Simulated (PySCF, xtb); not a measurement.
C3H5BO2, SMILES CC#CB(O)O.

GFN2-xTB (xtb) at its own geometry gives an orbital gap of 5.35 eV and a dipole moment of 1.84 D.

Coordinates come from a PBE-D3(BJ)/def2-SVP optimisation. Other conformers were not sampled.

**Question.** What does PySCF with PBE/def2-TZVP give? (An estimate is asked for; the answer gives what the named calculation found.)

**Answer.** gap 5.18 eV (levels -6.41 and -1.23 eV), dipole 2.04 D.
